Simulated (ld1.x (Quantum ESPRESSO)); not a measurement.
# Configuration tests for N (Z = 7) (PAW)

| Item | Value |
| --- | --- |
| Element | N |
| Generator | ld1.x (Quantum ESPRESSO) 7.5 |
| Type | PAW |
| Functional | PBE |
| Relativity | scalar-relativistic |
| Frozen core | [He] |
| Valence charge | 5 |
| Reference configuration | 2s2 2p3 |
| Partial waves | 2s (bound): rcut 0.60, rcutus 0.70 bohr; 2s channel at -0.75 Ry: rcut 0.60, rcutus 0.70 bohr; 2p (bound): rcut 1.65, rcutus 1.85 bohr; 2p channel at 1.1 Ry: rcut 1.65, rcutus 1.85 bohr; 3d channel at 0.4 Ry: rcut 1.55, rcutus 1.90 bohr |
| Local potential | all-electron potential smoothed inside 0.65 bohr (lloc = -1) |
| Core correction | Bessel-smoothed model core, default radius (core density twice the valence density) |
| Augmentation charge | BG, radius 0.60 bohr |

Energies are relative to the spin-unpolarised reference configuration 2s2 2p3; without spin polarisation the order of configurations can differ from experiment.

Its overlap operator is not positive definite in a basis up to 400 Ry (lowest eigenvalue d -8.30), so the file is unfit for use: the generalised eigenproblem breaks down once the basis is large enough, and its test numbers describe a broken file.

| valence configuration | charge | ΔE all-electron (eV) | error AE − PS (meV) |
| --- | --- | --- | --- |
| 2s2 2p2 | +1 | 13.591 | -41 |
| 2s2 2p1 | +2 | 42.445 | -154 |
| 2s2 2p0 | +3 | 89.528 | -404 |
| 2s0 2p5 | 0 | 23.041 | +738 |
| 2s1 2p3 | +1 | 25.372 | +61 |
| 2s2 2p3.3 | -0.3 | -1.619 | -2.8 |
| 2s1 2p4 | 0 | 11.508 | +15 |

Levels in the configuration 2s2 2p1:

| level | all-electron (eV) | pseudo (eV) |
| --- | --- | --- |
| 2s | -49.160 | -49.191 |
| 2p | -37.512 | -37.670 |

Note: ghost state, extra bound levels that the all-electron valence spectrum of the same l lacks: s at -132.3 eV (d not tested). A true bound ghost makes a file unfit for plane-wave use.
